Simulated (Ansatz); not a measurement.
Ansatz (a first-principles code) input (HF/6-31G*):

Ansatz 0.2 input:
```yaml
crystal:
  periodic: [false, false, false]
  atoms:
    - {symbol: C, position_ang: [-1.83338074, -0.17003250, -0.53448968]}
    - {symbol: B, position_ang: [-0.32083120, -0.03665395, -0.09372699]}
    - {symbol: S, position_ang: [0.47346276, 1.58022889, 0.18130525]}
    - {symbol: S, position_ang: [0.65039369, -1.55286679, 0.14416997]}
    - {symbol: H, position_ang: [-2.15335540, -1.19925726, -0.65592829]}
    - {symbol: H, position_ang: [-2.00070901, 0.34511981, -1.47770704]}
    - {symbol: H, position_ang: [-2.48534758, 0.29786979, 0.19970806]}
    - {symbol: H, position_ang: [-0.56119718, 2.36398935, -0.09555134]}
    - {symbol: H, position_ang: [1.82334635, -1.04205061, 0.49744816]}
basis:
  gaussian:
    orbitals: 6-31G*
hamiltonian:
  xc: {name: HF}
phonons: {temperatures: {t_min: 298.15, t_max: 298.15, t_step: 100}}
```

Output:

```
Functional definition: HF
integrals: 0.02 GiB planned
857 factors; integrals over basis functions are off by at most 5.2e-4 eV
mean field: 0.20 GiB planned
mean field evaluation 1: about -23414.7418 eV, gradient 2.4e1 eV
mean field evaluation 2: about -23414.8114 eV, gradient 2.4e1 eV
mean field evaluation 4: about -23416.8220 eV, gradient 2.4e0 eV
mean field evaluation 8: about -23416.8505 eV, gradient 1.3e-1 eV
mean field -23416.85060206 eV, -860.5533871143 hartree, gradient 1.9e-5 eV, S^2 0.000000; 0 other end points of the search recorded, 0 dependent functions left out
the calculation of the forces begins
reference -23416.85060206 eV, -860.5533871143 hartree; 24, 24 occupied and 54, 54 virtual orbitals, 857 factors
these checks for a lower state are left out or cut short: stability, starts, cluster_reference, orbital_swaps, neighbouring_geometries, increment
integrals: 0.02 GiB planned
857 factors; integrals over basis functions are off by at most 5.2e-4 eV
mean field: 0.20 GiB planned
mean field evaluation 16: about -23416.8504 eV, gradient 4.0e-5 eV
mean field -23416.85044528 eV, -860.5533813529 hartree, gradient 1.3e-6 eV, S^2 0.000000; 0 other end points of the search recorded, 0 dependent functions left out
the calculation of the forces begins
reference -23416.85044528 eV, -860.5533813529 hartree; 24, 24 occupied and 54, 54 virtual orbitals, 857 factors
these checks for a lower state are left out or cut short: stability, starts, cluster_reference, orbital_swaps, neighbouring_geometries, increment
integrals: 0.02 GiB planned
857 factors; integrals over basis functions are off by at most 5.2e-4 eV
mean field: 0.20 GiB planned
mean field -23416.85044672 eV, -860.5533814056 hartree, gradient 1.4e-6 eV, S^2 0.000000; 0 other end points of the search recorded, 0 dependent functions left out
the calculation of the forces begins
reference -23416.85044672 eV, -860.5533814056 hartree; 24, 24 occupied and 54, 54 virtual orbitals, 857 factors
these checks for a lower state are left out or cut short: stability, starts, cluster_reference, orbital_swaps, neighbouring_geometries, increment
integrals: 0.02 GiB planned
857 factors; integrals over basis functions are off by at most 5.2e-4 eV
mean field: 0.20 GiB planned
mean field evaluation 32: about -23416.8504 eV, gradient 1.1e-6 eV
mean field -23416.85042361 eV, -860.5533805564 hartree, gradient 1.2e-6 eV, S^2 0.000000; 0 other end points of the search recorded, 0 dependent functions left out
the calculation of the forces begins
reference -23416.85042361 eV, -860.5533805564 hartree; 24, 24 occupied and 54, 54 virtual orbitals, 857 factors
these checks for a lower state are left out or cut short: stability, starts, cluster_reference, orbital_swaps, neighbouring_geometries, increment
integrals: 0.02 GiB planned
857 factors; integrals over basis functions are off by at most 5.2e-4 eV
mean field: 0.20 GiB planned
mean field -23416.85042347 eV, -860.5533805512 hartree, gradient 1.2e-6 eV, S^2 0.000000; 0 other end points of the search recorded, 0 dependent functions left out
the calculation of the forces begins
reference -23416.85042347 eV, -860.5533805512 hartree; 24, 24 occupied and 54, 54 virtual orbitals, 857 factors
these checks for a lower state are left out or cut short: stability, starts, cluster_reference, orbital_swaps, neighbouring_geometries, increment
integrals: 0.02 GiB planned
857 factors; integrals over basis functions are off by at most 5.2e-4 eV
mean field: 0.20 GiB planned
mean field -23416.85047573 eV, -860.5533824717 hartree, gradient 3.3e-6 eV, S^2 0.000000; 0 other end points of the search recorded, 0 dependent functions left out
the calculation of the forces begins
reference -23416.85047573 eV, -860.5533824717 hartree; 24, 24 occupied and 54, 54 virtual orbitals, 857 factors
these checks for a lower state are left out or cut short: stability, starts, cluster_reference, orbital_swaps, neighbouring_geometries, increment
integrals: 0.02 GiB planned
857 factors; integrals over basis functions are off by at most 5.2e-4 eV
mean field: 0.20 GiB planned
mean field -23416.85047907 eV, -860.5533825943 hartree, gradient 3.3e-6 eV, S^2 0.000000; 0 other end points of the search recorded, 0 dependent functions left out
the calculation of the forces begins
reference -23416.85047907 eV, -860.5533825943 hartree; 24, 24 occupied and 54, 54 virtual orbitals, 857 factors
these checks for a lower state are left out or cut short: stability, starts, cluster_reference, orbital_swaps, neighbouring_geometries, increment
integrals: 0.02 GiB planned
857 factors; integrals over basis functions are off by at most 5.2e-4 eV
mean field: 0.20 GiB planned
mean field -23416.85052977 eV, -860.5533844575 hartree, gradient 4.2e-6 eV, S^2 0.000000; 0 other end points of the search recorded, 0 dependent functions left out
[...]
reference -23416.85058417 eV, -860.5533864570 hartree; 24, 24 occupied and 54, 54 virtual orbitals, 857 factors
these checks for a lower state are left out or cut short: stability, starts, cluster_reference, orbital_swaps, neighbouring_geometries, increment
integrals: 0.02 GiB planned
857 factors; integrals over basis functions are off by at most 5.2e-4 eV
mean field: 0.20 GiB planned
mean field evaluation 160: about -23416.8506 eV, gradient 1.3e-6 eV
mean field -23416.85056403 eV, -860.5533857168 hartree, gradient 1.3e-6 eV, S^2 0.000000; 0 other end points of the search recorded, 0 dependent functions left out
the calculation of the forces begins
reference -23416.85056403 eV, -860.5533857168 hartree; 24, 24 occupied and 54, 54 virtual orbitals, 857 factors
these checks for a lower state are left out or cut short: stability, starts, cluster_reference, orbital_swaps, neighbouring_geometries, increment
integrals: 0.02 GiB planned
857 factors; integrals over basis functions are off by at most 5.2e-4 eV
mean field: 0.20 GiB planned
mean field -23416.85056476 eV, -860.5533857434 hartree, gradient 1.4e-6 eV, S^2 0.000000; 0 other end points of the search recorded, 0 dependent functions left out
the calculation of the forces begins
reference -23416.85056476 eV, -860.5533857434 hartree; 24, 24 occupied and 54, 54 virtual orbitals, 857 factors
these checks for a lower state are left out or cut short: stability, starts, cluster_reference, orbital_swaps, neighbouring_geometries, increment
integrals: 0.02 GiB planned
857 factors; integrals over basis functions are off by at most 5.2e-4 eV
mean field: 0.20 GiB planned
mean field -23416.85051434 eV, -860.5533838908 hartree, gradient 2.3e-6 eV, S^2 0.000000; 0 other end points of the search recorded, 0 dependent functions left out
the calculation of the forces begins
reference -23416.85051434 eV, -860.5533838908 hartree; 24, 24 occupied and 54, 54 virtual orbitals, 857 factors
these checks for a lower state are left out or cut short: stability, starts, cluster_reference, orbital_swaps, neighbouring_geometries, increment
integrals: 0.02 GiB planned
857 factors; integrals over basis functions are off by at most 5.2e-4 eV
mean field: 0.20 GiB planned
mean field -23416.85051346 eV, -860.5533838583 hartree, gradient 2.2e-6 eV, S^2 0.000000; 0 other end points of the search recorded, 0 dependent functions left out
the calculation of the forces begins
reference -23416.85051346 eV, -860.5533838583 hartree; 24, 24 occupied and 54, 54 virtual orbitals, 857 factors
these checks for a lower state are left out or cut short: stability, starts, cluster_reference, orbital_swaps, neighbouring_geometries, increment
integrals: 0.02 GiB planned
857 factors; integrals over basis functions are off by at most 5.2e-4 eV
mean field: 0.20 GiB planned
mean field -23416.85053687 eV, -860.5533847188 hartree, gradient 2.5e-6 eV, S^2 0.000000; 0 other end points of the search recorded, 0 dependent functions left out
the calculation of the forces begins
reference -23416.85053687 eV, -860.5533847188 hartree; 24, 24 occupied and 54, 54 virtual orbitals, 857 factors
these checks for a lower state are left out or cut short: stability, starts, cluster_reference, orbital_swaps, neighbouring_geometries, increment
integrals: 0.02 GiB planned
857 factors; integrals over basis functions are off by at most 5.2e-4 eV
mean field: 0.20 GiB planned
mean field evaluation 192: about -23416.8505 eV, gradient 2.6e-6 eV
mean field -23416.85053727 eV, -860.5533847332 hartree, gradient 2.6e-6 eV, S^2 0.000000; 0 other end points of the search recorded, 0 dependent functions left out
the calculation of the forces begins
reference -23416.85053727 eV, -860.5533847332 hartree; 24, 24 occupied and 54, 54 virtual orbitals, 857 factors
these checks for a lower state are left out or cut short: stability, starts, cluster_reference, orbital_swaps, neighbouring_geometries, increment
integrals: 0.02 GiB planned
857 factors; integrals over basis functions are off by at most 5.2e-4 eV
mean field: 0.20 GiB planned
mean field -23416.85058113 eV, -860.5533863451 hartree, gradient 2.2e-6 eV, S^2 0.000000; 0 other end points of the search recorded, 0 dependent functions left out
the calculation of the forces begins
reference -23416.85058113 eV, -860.5533863451 hartree; 24, 24 occupied and 54, 54 virtual orbitals, 857 factors
these checks for a lower state are left out or cut short: stability, starts, cluster_reference, orbital_swaps, neighbouring_geometries, increment
integrals: 0.02 GiB planned
857 factors; integrals over basis functions are off by at most 5.2e-4 eV
mean field: 0.20 GiB planned
mean field -23416.85058178 eV, -860.5533863691 hartree, gradient 2.3e-6 eV, S^2 0.000000; 0 other end points of the search recorded, 0 dependent functions left out
the calculation of the forces begins
reference -23416.85058178 eV, -860.5533863691 hartree; 24, 24 occupied and 54, 54 virtual orbitals, 857 factors
these checks for a lower state are left out or cut short: stability, starts, cluster_reference, orbital_swaps, neighbouring_geometries, increment
integrals: 0.02 GiB planned
857 factors; integrals over basis functions are off by at most 5.2e-4 eV
mean field: 0.20 GiB planned
mean field -23416.85051974 eV, -860.5533840889 hartree, gradient 3.1e-6 eV, S^2 0.000000; 0 other end points of the search recorded, 0 dependent functions left out
the calculation of the forces begins
reference -23416.85051974 eV, -860.5533840889 hartree; 24, 24 occupied and 54, 54 virtual orbitals, 857 factors
these checks for a lower state are left out or cut short: stability, starts, cluster_reference, orbital_swaps, neighbouring_geometries, increment
integrals: 0.02 GiB planned
857 factors; integrals over basis functions are off by at most 5.2e-4 eV
mean field: 0.20 GiB planned
mean field -23416.85051885 eV, -860.5533840565 hartree, gradient 1.1e-6 eV, S^2 0.000000; 0 other end points of the search recorded, 0 dependent functions left out
the calculation of the forces begins
reference -23416.85051885 eV, -860.5533840565 hartree; 24, 24 occupied and 54, 54 virtual orbitals, 857 factors
these checks for a lower state are left out or cut short: stability, starts, cluster_reference, orbital_swaps, neighbouring_geometries, increment
integrals: 0.02 GiB planned
857 factors; integrals over basis functions are off by at most 5.2e-4 eV
mean field: 0.20 GiB planned
mean field evaluation 224: about -23416.8506 eV, gradient 1.7e-6 eV
mean field -23416.85059004 eV, -860.5533866727 hartree, gradient 1.7e-6 eV, S^2 0.000000; 0 other end points of the search recorded, 0 dependent functions left out
the calculation of the forces begins
reference -23416.85059004 eV, -860.5533866727 hartree; 24, 24 occupied and 54, 54 virtual orbitals, 857 factors
these checks for a lower state are left out or cut short: stability, starts, cluster_reference, orbital_swaps, neighbouring_geometries, increment
integrals: 0.02 GiB planned
857 factors; integrals over basis functions are off by at most 5.2e-4 eV
mean field: 0.20 GiB planned
mean field -23416.85058992 eV, -860.5533866681 hartree, gradient 2.0e-6 eV, S^2 0.000000; 0 other end points of the search recorded, 0 dependent functions left out
the calculation of the forces begins
reference -23416.85058992 eV, -860.5533866681 hartree; 24, 24 occupied and 54, 54 virtual orbitals, 857 factors
Total energy: -23416.85060206 eV, -860.5533871143 hartree
Atom 0 at    -1.833381    -0.170033    -0.534490 Å, force    -0.000104     0.000131    -0.000026 eV/Å
Atom 1 at    -0.320831    -0.036654    -0.093727 Å, force    -0.000737    -0.000664    -0.000232 eV/Å
Atom 2 at     0.473463     1.580229     0.181305 Å, force     0.000100    -0.000101     0.000026 eV/Å
Atom 3 at     0.650394    -1.552867     0.144170 Å, force     0.000185     0.000469     0.000067 eV/Å
Atom 4 at    -2.153355    -1.199257    -0.655928 Å, force    -0.000089     0.000254    -0.000019 eV/Å
Atom 5 at    -2.000709     0.345120    -1.477707 Å, force     0.000238    -0.000142     0.000301 eV/Å
Atom 6 at    -2.485348     0.297870     0.199708 Å, force     0.000364    -0.000130    -0.000135 eV/Å
Atom 7 at    -0.561197     2.363989    -0.095551 Å, force    -0.000006     0.000200     0.000004 eV/Å
Atom 8 at     1.823346    -1.042051     0.497448 Å, force     0.000050    -0.000016     0.000014 eV/Å
Dipole moment:    -0.233838     0.180965    -0.062463 e Å
Vibrations: 65.19 249.87 280.73 358.41 415.85 441.63 528.95 826.61 901.74 920.21 956.01 1151.25 1195.08 1502.56 1610.54 1613.90 2908.49 2910.65 3191.31 3245.74 3273.31 cm⁻¹, zero-point energy 1.769752 eV
```

The blocks after the first are displaced geometries, from whose forces the wavenumbers follow.
